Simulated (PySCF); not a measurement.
Calculation: B3LYP-D3(BJ)/def2-TZVP // B3LYP-D3(BJ)/def2-SVP run with PySCF 2.14.0. Gas-phase values, no solvent. One relaxed conformer stands for a flexible species; it need not be the lowest. B3LYP has the VWN-RPA correlation part, as in Gaussian. Excitations are Tamm–Dancoff values on a coarser integration grid. The basis has no diffuse functions, so Rydberg states are missing or too high.

Reference species (SMILES): `Bc1ccc2ccccc2n1` (neutral, multiplicity 1).

```json
{
 "HOMO–LUMO gap": "4.08 eV",
 "S1–T1 gap (TDA)": "0.52 eV",
 "LUMO": "-2.68 eV"
}
```

After one change: the HOMO–LUMO gap drops by 0.17 eV; the S1–T1 gap (TDA) rises by 0.29 eV; the LUMO decreases by 0.18 eV.

Q: What was changed between the two runs? The new species is one of these.
A) `Bc1ccnc2ccccc12`
B) `Bc1cccc2ncccc12`
C) `Bc1ccc2ncccc2c1`
D) `Bc1cnc2ccccc2c1`

A: A, `Bc1ccnc2ccccc12`
